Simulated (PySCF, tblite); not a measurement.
Boric acid, BH3O3.
Bonds: O1–B2, B2–O3, B2–O4. Hydrogens: H5 on O1; H6 on O3; H7 on O4.

Computed with GFN2-xTB (tblite), gas phase: Langevin dynamics at 400 K from the optimised GFN2-xTB geometry, time step 0.5 fs, friction 0.01 fs⁻¹, 2000 steps. Over the second half of the run the saved frames average 396 K.

Frame at 250 fs, instantaneous temperature 321 K:
```
atom  x, y, z in Å
O1      0.399   -0.625    0.263
B2     -0.968   -0.389    0.462
O3     -1.314    0.913    0.887
O4     -1.859   -1.403    0.283
H5      1.090    0.015    0.465
H6     -0.949    1.663    0.491
H7     -1.365   -2.145   -0.027
```

Frame at 425 fs, instantaneous temperature 383 K:
```
atom  x, y, z in Å
O1     -0.568   -0.490   -0.342
B2     -1.501   -0.911    0.610
O3     -1.516   -0.358    1.881
O4     -2.154   -2.039    0.328
H5      0.086    0.173   -0.350
H6     -0.752    0.273    1.904
H7     -2.033   -2.381   -0.490
```

Frame at 625 fs, instantaneous temperature 346 K:
```
atom  x, y, z in Å
O1     -1.084    0.215   -0.689
B2     -1.511   -0.656    0.278
O3     -0.950   -0.813    1.547
O4     -2.573   -1.343   -0.153
H5     -0.381    0.790   -0.437
H6      0.023   -0.562    1.605
H7     -2.992   -0.780   -0.876
```

Frame at 800 fs, instantaneous temperature 313 K:
```
atom  x, y, z in Å
O1     -1.507    0.220   -0.411
B2     -1.646   -0.748    0.615
O3     -0.824   -1.128    1.645
O4     -2.829   -1.379    0.665
H5     -0.671    0.657   -0.198
H6      0.196   -0.913    1.588
H7     -3.532   -0.989    0.109
```

Frame at 1000 fs, instantaneous temperature 598 K:
```
atom  x, y, z in Å
O1     -1.332   -0.004    0.069
B2     -1.754   -0.920    1.084
O3     -0.861   -1.474    1.917
O4     -3.029   -1.157    1.418
H5     -0.382   -0.139   -0.092
H6      0.086   -1.335    1.872
H7     -3.668   -0.910    0.678
```

Task: What do single points at PBE0/def2-SVPD (PySCF, gas phase, TDDFT, vertical, frozen core in the response) give on these frames?

Result: 
| t (fs) | GFN2-xTB E above start (eV) | DFT E above lowest frame (eV) | HOMO (eV) | LUMO (eV) | dipole (D) | S1 (eV) | f(S1) |
| --- | --- | --- | --- | --- | --- | --- | --- |
| 250 | 0.31 | 0.07 | -9.07 | -0.28 | 2.58 | 7.43 | 0.023 |
| 425 | 0.38 | 0.17 | -9.41 | -0.38 | 2.93 | 7.57 | 0.001 |
| 625 | 0.34 | 0.07 | -9.35 | -0.49 | 3.03 | 7.56 | 0.002 |
| 800 | 0.38 | 0.12 | -9.26 | -0.57 | 2.64 | 7.39 | 0.006 |
| 1000 | 0.25 | 0.00 | -9.34 | -0.44 | 2.34 | 7.44 | 0.005 |

Both levels order the frames alike by energy; measured from each level's lowest frame they differ by 0.04 eV at most. The HOMO–LUMO gap runs from 8.69 to 9.03 eV. These are instantaneous structures, not minima.

What follows is the cost of the whole dynamics run. Time: 4.0 s wall; peak memory 0.18 GiB. Hardware: one thread, Intel Xeon Platinum 8488C (x86_64), no GPU, shared host with 96 logical CPUs at a one-minute load of 36.
